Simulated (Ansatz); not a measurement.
Cr3P3. Charge 0, multiplicity 2. Geometry PBE0-D4/def2-SVP.

Cartesian coordinates in Å:
```
Cr 1.396 -0.153 0.371
Cr -0.592 -1.774 1.141
Cr 0.035 -1.537 -1.400
P 0.111 1.106 -1.258
P -1.308 0.463 0.373
P 0.358 1.895 0.773
```

At PBE-D4/def2-TZVP, r2SCAN-D4/def2-TZVP, PBE0-D4/def2-TZVP, r2SCAN0-D4/def2-TZVP the charge 0 doublet is spin-contaminated (final ⟨S²⟩ up to 7.57, 0.75 for a pure state). At PBE-D4/def2-TZVP, r2SCAN-D4/def2-TZVP an occupied level lies above an empty one. Another isomer (quartet) lies 3.00 eV lower at PBE0-D4/def2-TZVP; other spin states weren't run for this one.

Task: Estimate the α-spin orbital energies around the gap (eV) in Ansatz with PBE-D4/def2-TZVP, r2SCAN-D4/def2-TZVP, PBE0-D4/def2-TZVP, r2SCAN0-D4/def2-TZVP.

Result: 
```
orbital  PBE-D4/def2-TZVP  r2SCAN-D4/def2-TZVP  PBE0-D4/def2-TZVP  r2SCAN0-D4/def2-TZVP
 HOMO−5             -5.30                -5.62              -6.81                 -7.04
 HOMO−4             -5.00                -5.36              -6.64                 -6.84
 HOMO−3             -4.96                -5.30              -6.51                 -6.79
 HOMO−2             -4.79                -5.16              -6.25                 -6.41
 HOMO−1             -4.77                -5.05              -5.99                 -6.04
   HOMO             -4.70                -4.89              -5.45                 -5.50
   LUMO             -4.08                -4.00              -3.38                 -3.31
 LUMO+1             -3.72                -3.58              -2.92                 -2.84
 LUMO+2             -3.45                -2.94              -2.12                 -1.99
 LUMO+3             -2.96                -2.73              -1.76                 -1.53
 LUMO+4             -2.61                -2.26              -1.47                 -1.16
 LUMO+5             -1.80                -1.59              -0.89                 -0.70
 β HOMO             -3.75                -3.87              -4.43                 -4.58
 β LUMO             -3.20                -2.82              -2.00                 -1.89
```
